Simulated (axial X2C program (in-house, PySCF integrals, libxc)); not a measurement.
WCl: from the spin-free to the two-component result

All values were computed with an in-house all-electron X2C program for linear molecules (integrals from PySCF). Spin-free means the one-electron spin-free X2C Hamiltonian; two-component (2c) means X2C with spin–orbit coupling and atomic mean-field two-electron Coulomb and Gaunt terms, so the difference of the two also holds small scalar two-electron terms. Basis: W dyall-cv3z [13s14p9d7f4g], Cl dyall-av3z [9s8p3d2f] (cores contracted in-house); Gaussian nuclei, density fitting, unrestricted open shells. Masses: W 183.951 u, Cl 34.969 u.

Spin-free state: M_S = 5/2, Λ = 0 (beyond evenly filled blocks: σα, π+α, π-α, δ+α, δ-α); fragments W + Cl.

| level | Re (Å) | ωe (cm⁻¹) | μ (D) |
| --- | --- | --- | --- |
| PBE0 | 2.270 | 383.3 | -3.15 |
| HF | 2.348 | 354.9 | -4.16 |
| MP2 | 2.289 | 377.7 | n/a |
| PBE | 2.270 | 377.1 | -2.68 |

Correlated methods: 13 electrons correlated (number of frozen shells: W 5 s, 4 p, 2 d, 1 f; Cl 2 s, 1 p), 313 virtual spin orbitals or spinors in MP2.

Dipoles are positive if Cl is the positive end.

Two-component determinant lowest at the distance of the search:

Ω = 5/2 (⟨Sz⟩ = 2.48, ⟨Lz⟩ = 0.02 at HF); fragments W + Cl.

```json
{"level": "PBE0", "Re (Å)": "2.268", "ωe (cm⁻¹)": "383.1", "μ (D)": "-3.13"}
{"level": "HF", "Re (Å)": "2.347", "ωe (cm⁻¹)": "354.9", "μ (D)": "-4.12"}
{"level": "MP2", "Re (Å)": "2.288", "ωe (cm⁻¹)": "377.4", "μ (D)": "n/a"}
{"level": "PBE", "Re (Å)": "2.269", "ωe (cm⁻¹)": "376.8", "μ (D)": "-2.67"}
```

From the two tables, how do the constants change at the MP2 level (2c against spin-free)?

At the MP2 level Re goes down by 0.001 Å and ωe falls by 0.3 cm⁻¹.

Occupations by symmetry block were frozen at the best pattern of an incomplete PBE0 search. De is not given where an atomic determinant may have missed its ground term or J level, or where the truncated virtual space spoils (T). Density functionals use the spin component along the axis (collinear). The functionals have no current-density term, which raises determinants with orbital currents, atoms included. With several unpaired electrons one determinant need not be a pure state. This is the top spin component of a Σ state; components of lower Ω are not single determinants and can lie lower.
